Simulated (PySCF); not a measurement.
C₃H₅ClOSi, SMILES C#CC[Si@@H](O)Cl. Atoms are numbered in the order given.

```xyz
11

C     -2.7898     1.2636     0.5533
C     -2.0046     0.7441    -0.2094
C     -1.0247     0.0929    -1.0640
Si     0.3235    -0.7651    -0.0535
O      1.3431    -1.6322    -1.0320
Cl     1.3802     0.7154     0.9546
H     -3.4905     1.7309     1.2186
H     -0.5477     0.8205    -1.7447
H     -1.5015    -0.6754    -1.6995
H     -0.2487    -1.7211     0.9145
H      1.9651    -1.1512    -1.5907
```

Coordinates come from a B3LYP-D3(BJ)/def2-SVP optimisation. The structure was generated by enumeration; whether it is a known compound was not checked. Other conformers were not sampled.

Method: B3LYP-D3(BJ)/def2-SVP (PySCF 2.14.0).

Frequencies are harmonic and unscaled.

Computed harmonic wavenumbers and intensities:
```tsv
mode	ν (cm⁻¹)	IR (km/mol)	Raman (Å⁴/amu)	depolarisation	moving atoms (share of kinetic energy)
1	53	0.2	4.6	0.75	C 44 %, Cl 23 %, H 17 %, O 10 %
2	93	0.7	3.0	0.73	C 51 %, H 18 %, O 13 %, Cl 13 %
3	166	52.4	1.7	0.75	H 72 %, O 9 %, Cl 9 %
4	204	3.2	5.4	0.75	C 38 %, H 21 %, Cl 19 %, Si 15 %
5	268	74.6	1.1	0.52	O 49 %, H 19 %, C 15 %, Si 11 %
6	288	30.3	3.6	0.62	O 28 %, Si 28 %, H 25 %, Cl 13 %
7	347	9.1	9.2	0.75	C 65 %, H 35 %
8	442	15.6	5.6	0.31	C 70 %, Si 11 %, H 11 %
9	525	77.1	7.2	0.21	Cl 42 %, Si 40 %, C 9 %
10	676	21.2	5.9	0.67	H 71 %, C 28 %
11	681	31.1	3.6	0.74	H 75 %, C 23 %
12	705	30.1	1.6	0.66	H 76 %, C 23 %
13	713	61.0	6.5	0.11	H 35 %, C 35 %, Si 25 %
14	776	128.5	2.1	0.39	H 69 %, O 15 %
15	861	164.8	7.4	0.66	H 71 %, C 17 %, Si 10 %
16	869	194.8	9.9	0.62	H 88 %
17	915	86.5	7.2	0.27	O 45 %, Si 38 %, H 17 %
18	978	6.2	1.7	0.25	C 71 %, H 29 %
19	1146	6.8	2.8	0.74	H 89 %, C 11 %
20	1188	30.0	23.1	0.36	H 57 %, C 41 %
21	1407	7.0	15.0	0.60	H 90 %, C 10 %
22	2226	11.6	160.6	0.27	C 91 %, H 9 %
23	2304	91.6	123.4	0.18	H 97 %
24	3021	8.8	154.0	0.07	H 95 %
25	3071	1.1	91.7	0.75	H 91 %, C 9 %
26	3473	76.7	34.6	0.24	H 86 %, C 14 %
27	3875	114.0	92.2	0.28	H 94 %
```
